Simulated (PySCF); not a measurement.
Method: PySCF with M06-2X/def2-TZVP. All species are isolated molecules in the gas phase. 

Reference species (SMILES): `[SiH3]B` (neutral, multiplicity 1).

```
Item           Result
-------------  ------
dipole moment  0.37 D
```

Changed species: `[SiH3]B[SiH3]` (whole molecule; the reference has whole molecule).

Problem. Predict the effect on the dipole moment.

Solution. the dipole moment rises by 0.05 D, to 0.42 D.
